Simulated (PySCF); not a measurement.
A GIAO shielding run with PySCF (density fitting, non-relativistic, gas phase) on `O[SiH2][SiH2]N[SiH2][SiH3]`, H₁₁NOSi₄:

```
$ OMP_NUM_THREADS=1 python probes_run.py task.json out

{"job": {"kind": "nmr", "xc": "PBE0", "basis": "pcSseg-1"}, "charge": 0, "multiplicity": 1}
O      3.213058    -0.845143    -0.547632
Si     2.316399     0.503305    -0.766194
Si     0.996733     0.583263     1.110694
N     -0.166207    -0.704640     1.126109
Si    -1.896571    -0.661871     0.979021
Si    -2.533883     0.206390    -1.060348
H      3.894191    -1.111746    -1.159996
H      1.636706     0.394851    -2.069127
H      3.232805     1.644824    -0.921791
H      0.183175     1.807201     1.138940
H      1.724032     0.521469     2.391623
H      0.239093    -1.625222     1.171680
H     -2.298737    -2.062544     1.186580
H     -2.418005     0.107390     2.120598
H     -2.345807     1.658187    -1.173845
H     -3.959016    -0.033011    -1.325545
H     -1.824967    -0.370674    -2.210679
```

Hardware: 1 thread of an Arm Neoverse V1, shared host. The job also computes population analyses, field gradients.

Question: How large is the calculation?

Answer: 82 electrons, 185 basis functions and 1055 auxiliary functions.

Question: How long does it take, and how much memory does it need?

Answer: 33 s of wall time, with 13 SCF cycles and 4 response iterations; peak memory 0.89 GiB. Times on a shared host scatter by some tens of per cent.
